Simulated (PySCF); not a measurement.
System (SMILES): [SiH3][SiH] (SiH-SiH3) (closed-shell singlet).
Geometry (B3LYP-D3(BJ)/def2-TZVP, fixed):
```
Si
H 1 1.4846
H 1 1.4893 2 107.80
H 1 1.4893 2 107.80 3 -116.32
Si 1 2.3971 2 114.30 3 121.84
H 5 1.5236 1 88.28 2 -180.00
```
Charge 0, spin multiplicity 1.

How fast the lowest singlet excitation energy converges with the basis for several methods (PySCF): deviation from each method's own reference, in eV. References: CAM-B3LYP 1.922 eV, the value in aug-pcseg-2; PBE 1.920 eV, the value in aug-pcseg-2; PBE0 1.946 eV, the value in aug-pcseg-2. All functions are spherical. Density fitting with generated auxiliary sets. In sets without p functions on hydrogen, species with hydrogen take exact integrals. No added dispersion term, no relativity. Tamm-Dancoff approximation, the state taken by its order.

| basis | functions | CAM-B3LYP | PBE | PBE0 |
|---|---|---|---|---|
| pcseg-0 | 34 | 0.006 | 0.062 | 0.019 |
| def2-SVPD | 80 | 0.029 | 0.026 | 0.020 |
| 6-311+G** | 84 | 0.038 | 0.039 | 0.040 |
| aug-pcseg-1 | 90 | 0.015 | 0.021 | 0.022 |
| aug-cc-pV(D+d)Z | 100 | 0.010 | 0.002 | 0.002 |
| pcseg-2 | 124 | 0.013 | 0.013 | 0.015 |
| def2-TZVPPD | 164 | 0.008 | 0.005 | 0.004 |
| 6-311++G(3df,3pd) | 166 | 0.007 | 0.004 | 0.003 |
| aug-cc-pV(T+d)Z | 202 | 0.006 | 0.003 | 0.004 |
| def2-QZVP | 260 | 0.004 | 0.001 | 0.001 |
| pcseg-3 | 260 | 0.007 | 0.002 | 0.002 |
| def2-QZVPPD | 284 | 0.004 | 0.001 | 0.001 |

Mean absolute deviation over 6-311+G**, pcseg-2, def2-TZVPPD, 6-311++G(3df,3pd), aug-cc-pV(T+d)Z: PBE 0.013, PBE0 0.013, CAM-B3LYP 0.014 eV.
